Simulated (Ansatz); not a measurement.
Start from `[Cl][GaH][Br]` and change one atom or group to get `[OH][GaH][Br]`.

Ansatz, PBE0-D4/def2-TZVP geometries, multiplicity 1. Each molecule was computed in one conformer, which needn't be the lowest.

Scalar relativity is left out up to krypton.

```
                                        property  `[Cl][GaH][Br]`
              HOMO energy (PBE0/def2-TZVPP) / eV            -8.64
size of the dipole moment (B3LYP/def2-TZVPP) / D             1.55
               HOMO energy (PBE/def2-TZVPP) / eV            -7.35
  size of the dipole moment (PBE/def2-TZVPP) / D             1.45
  zero-point energy (PBE0-D4/def2-TZVP) / kJ/mol             23.6
           HOMO–LUMO gap (B3LYP/def2-TZVPP) / eV             6.30
```

**Question.** What does the change do to each property? (An estimate is asked.)

**Answer.** The calculation gave: 
```csv
property,`[OH][GaH][Br]`,shift
HOMO energy (PBE0/def2-TZVPP) / eV,-8.46,0.18
size of the dipole moment (B3LYP/def2-TZVPP) / D,0.36,-1.19
HOMO energy (PBE/def2-TZVPP) / eV,-7.14,0.21
size of the dipole moment (PBE/def2-TZVPP) / D,0.37,-1.08
zero-point energy (PBE0-D4/def2-TZVP) / kJ/mol,56.5,32.9
HOMO–LUMO gap (B3LYP/def2-TZVPP) / eV,6.69,0.39
```

With PBE0 the HOMO rises by 0.18 eV and the LUMO rises by 0.57 eV, so the gap widens by about 0.39 eV. PBE moves the HOMO by 0.21 eV and ωB97M-V by 0.15 eV. The zero-point energy changes by 32.9 kJ/mol with +3 modes. Dipoles are sizes alone; their direction can turn.

B3LYP here is the variant with VWN-RPA as its local correlation; programs differ in this.

Spin–orbit coupling is left out; it splits and shifts lone-pair levels of the heavy atoms by tenths of an eV.
